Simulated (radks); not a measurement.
Sc5+, configuration [Ne] 3s2 3p4. All-electron calculation, non-relativistic Kohn-Sham, PBE, spin-unpolarised, spherical densities, point nucleus. Program: a radial shooting solver on a logarithmic mesh with Libxc functionals. Some entries of the table are withheld. Estimate them.

orbital,occ.,eigenvalue (hartree),<r^2> (bohr^2)
1s,2,-163.6864,0.007270
2s,2,-20.23484,0.1410
2p,6,(1),0.1168
3s,2,-4.59848,1.175
3p,4,-3.79000,(2)

Answer. 
(1) 2p eigenvalue (hartree): -17.24001
(2) 3p <r^2> (bohr^2): 1.290
